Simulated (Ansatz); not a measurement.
[WO3S]2- (WSO₃²⁻). The state is a singlet with charge -2. Geometry PBE-D4/def2-SVPD, basis def2-TZVPD, Ansatz.

```csv
atom,x (Å),y (Å),z (Å)
W1,0.065,-0.059,0.003
O2,1.655,0.748,-0.184
O3,0.056,-0.930,1.570
O4,-0.114,-1.264,-1.313
S5,-1.662,1.504,-0.076
```

```
run  HOMO (eV)  LUMO (eV)
  A       3.28       6.19
  B       2.23       6.35
  C       2.80       5.87
  D      -0.23       6.96
  E       2.40       6.12
  F       0.21       7.00
```

In the def2 sets W takes a core potential; there is no spin–orbit coupling. HSE06 is defined as in plane-wave codes, on full-range PBE exchange. A multiply charged anion in the gas phase is held together partly by the finite basis. Removing one electron lowers the energy by 0.66 eV at PBE0-D4/def2-TZVPD, so it isn't bound.

Task: The runs used HF, HSE06, PBE0, r2SCAN, r2SCAN0, ωB97X-V. Estimate which is which.

Result: A r2SCAN (0 % exact exchange); B r2SCAN0 (25 % exact exchange); C HSE06 (range-separated); D HF (100 % exact exchange); E PBE0 (25 % exact exchange); F ωB97X-V (range-separated). Exact exchange lowers occupied and raises empty levels; among semilocal functionals meta-GGAs tend to open the gap a little, and such runs are hard to tell apart. The gap grows from 2.91 eV (r2SCAN) to 7.19 eV (HF). At r2SCAN-D4/def2-TZVPD, r2SCAN0-D4/def2-TZVPD, HSE06-D4/def2-TZVPD, PBE0-D4/def2-TZVPD and others the highest occupied level of the charge -2 singlet lies above zero (up to 3.28 eV). By energy differences it is unbound by 0.74 eV (vertical, to the charge -1 doublet, at r2SCAN-D4/def2-TZVPD) and held by the finite basis.
